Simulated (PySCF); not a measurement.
C2H10Si2.
Atom-mapped SMILES: `[CH3:1][CH2:2][SiH2:3][SiH3:4]` (hydrogens: H5, H6, H7 on C1; H8, H9 on C2; H10, H11 on Si3; H12, H13, H14 on Si4)

Torsions of this conformer, `[CH3:1][CH2:2][SiH2:3][SiH3:4]`: C1–C2–Si3–Si4 -59°.

The closed-shell ground state was solved at several levels (PySCF, density fitting, gas phase, non-relativistic). Geometry: PBE0-D3(BJ)/def2-SVP, one conformer, isolated molecule.

```json
{"level": "PBE0/def2-SVP", "basis functions": "114", "total energy (Eh)": "-660.6183", "HOMO (eV)": "-7.97", "LUMO (eV)": "0.41", "gap (eV)": "8.38", "dipole (D)": "1.03"}
{"level": "PBE0/pcSseg-2", "basis functions": "298", "total energy (Eh)": "-660.9191", "HOMO (eV)": "-7.96", "LUMO (eV)": "0.01", "gap (eV)": "7.97", "dipole (D)": "1.02"}
{"level": "wB97X-D/pcSseg-2", "basis functions": "298", "total energy (Eh)": "-661.2418", "HOMO (eV)": "-9.76", "LUMO (eV)": "1.72", "gap (eV)": "11.48", "dipole (D)": "1.00"}
{"level": "PBE/def2-SVPD", "basis functions": "168", "total energy (Eh)": "-660.5417", "HOMO (eV)": "-6.83", "LUMO (eV)": "-0.65", "gap (eV)": "6.18", "dipole (D)": "1.04"}
{"level": "PBE0/cc-pVDZ", "basis functions": "114", "total energy (Eh)": "-660.8554", "HOMO (eV)": "-7.89", "LUMO (eV)": "0.48", "gap (eV)": "8.37", "dipole (D)": "1.05"}
{"level": "LDA/def2-SVPD", "basis functions": "168", "total energy (Eh)": "-657.8452", "HOMO (eV)": "-6.89", "LUMO (eV)": "-0.82", "gap (eV)": "6.07", "dipole (D)": "1.03"}
{"level": "CAM-B3LYP/def2-SVPD", "basis functions": "168", "total energy (Eh)": "-660.9257", "HOMO (eV)": "-9.23", "LUMO (eV)": "1.00", "gap (eV)": "10.23", "dipole (D)": "0.96"}
{"level": "B97-2/pcSseg-2", "basis functions": "298", "total energy (Eh)": "-661.2697", "HOMO (eV)": "-7.73", "LUMO (eV)": "0.03", "gap (eV)": "7.76", "dipole (D)": "1.02"}
{"level": "BP86/pcSseg-2", "basis functions": "298", "total energy (Eh)": "-661.3296", "HOMO (eV)": "-6.93", "LUMO (eV)": "-0.78", "gap (eV)": "6.15", "dipole (D)": "1.05"}
{"level": "PBE/pcSseg-2", "basis functions": "298", "total energy (Eh)": "-660.8430", "HOMO (eV)": "-6.84", "LUMO (eV)": "-0.78", "gap (eV)": "6.06", "dipole (D)": "1.06"}
{"level": "BHandHLYP/def2-SVPD", "basis functions": "168", "total energy (Eh)": "-660.9164", "HOMO (eV)": "-8.98", "LUMO (eV)": "0.85", "gap (eV)": "9.83", "dipole (D)": "0.96"}
{"level": "PBE0/IGLO-III", "basis functions": "258", "total energy (Eh)": "-660.9094", "HOMO (eV)": "-7.95", "LUMO (eV)": "0.10", "gap (eV)": "8.05", "dipole (D)": "1.03"}
```

Task: Estimate the row for PBE0/def2-SVPD, a basis of 168 functions; the other rows only guide the guess.

Result: Total energy -660.6261 Eh, HOMO -7.95 eV, LUMO 0.12 eV, gap 8.07 eV, dipole 1.01 D.

Task: How much does the basis alone move the frontier levels among the 5 PBE0 rows (the withheld one included)?

Result: The HOMO by 0.08 eV and the LUMO by 0.47 eV. By rising basis size (HOMO, LUMO in eV): def2-SVP -7.97, 0.41; cc-pVDZ -7.89, 0.48; def2-SVPD -7.95, 0.12; IGLO-III -7.95, 0.10; pcSseg-2 -7.96, 0.01.

Task: In the pcSseg-2 basis, how does the gap go with the fixed share of exact exchange?

Result: PBE (0 %) 6.06 eV; BP86 (0 %) 6.15 eV; B97-2 (21 %) 7.76 eV; PBE0 (25 %) 7.97 eV. Each rise in the share widens the gap here.

Task: How far do the dipole and the HOMO energy spread over the levels?

Result: The dipole runs from 0.96 to 1.06 D (mean 1.02 D) and the HOMO from -9.76 to -6.83 eV.

The pairwise dispersion term of wB97X-D wasn't added to the energies; at a given geometry it leaves orbitals and properties as they are.
